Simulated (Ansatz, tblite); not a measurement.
Cost and result up the ladder for [BCl4]- (BCl4⁻) (5 atoms). The state is a singlet with charge -1. Geometry: B3LYP-D4/def2-SVPD.

Cartesian coordinates in Å:
```
B 0.001 0.000 -0.001
Cl 0.731 -0.591 -1.630
Cl -1.876 -0.066 -0.093
Cl 0.548 1.768 0.328
Cl 0.597 -1.110 1.395
```

Ansatz on 4 threads of Arm Neoverse V2 on a shared host; xTB runs through tblite on one thread. Times are rough, summed over both states, and most runs start from the orbitals of an earlier one. PBE0-D4/def2-TZVPD serves as the yardstick here, not as an exact answer. The other state is a doublet.

The xTB rows come from tblite. HOMO above LUMO, or a gap near zero within one spin, warns that the state may not be the lowest or that an electron is smeared out.

Raw xTB energies of ions are shifted by several eV.

```tsv
level	functions	vertical IE (eV)	difference from PBE0-D4/def2-TZVPD (eV)	remarks
r2SCAN-D4/def2-TZVPD (with forces)	221	5.37	-0.32	gap within one spin near zero (doublet)
GFN2-xTB	40	10.03	4.34	–
GFN1-xTB	40	10.60	4.91	–
PBE-D4/def2-TZVPD	221	5.11	-0.59	gap within one spin near zero (doublet)
PBE0-D4/def2-TZVPD	221	5.70	0.00	–
```

Estimate how long each takes.

GFN1-xTB 0.012 s; GFN2-xTB 0.013 s; PBE-D4/def2-TZVPD 8.8 s; PBE0-D4/def2-TZVPD 24 s; r2SCAN-D4/def2-TZVPD (with forces) 34 s. On shared hardware such times vary by a factor of up to 3.
